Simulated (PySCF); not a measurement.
**A thermochemical cycle for CsSe**

CCSD(T) in PySCF with def2-SVP on every atom (core potentials on Cs), for the lowest determinant that a PBE0 search found; no spin–orbit coupling. CsSe, a doublet (π ↑), has De = 2.02 eV to neutral atoms, and CsSe⁺, a triplet (π ↑↑), has De = 0.31 eV to Cs⁺ + Se.

The adiabatic ionisation energy of CsSe, between the minima, is 5.49 eV.

Problem. Which ionisation energy of the Cs atom does this level give?

Solution. IE(Cs) = IE(molecule) + De(ion) − De(neutral) = 5.49 + 0.31 − 2.02 = 3.78 eV; the measured value is 3.894 eV (NIST ASD).

Correlated steps freeze 9 core orbitals. Weak bonds: CsSe⁺. Basis-set superposition, not corrected here, can be much of De in a small basis, most of all at correlated wavefunction levels. Spin–orbit coupling is left out, which matters for elements this heavy, above all for dissociation energies. For an ion De counts to the pair picked by the measured ionisation energies or electron affinities, which need not be the lowest pair at this level. States were picked by a PBE0 search and need not be the measured ground states.
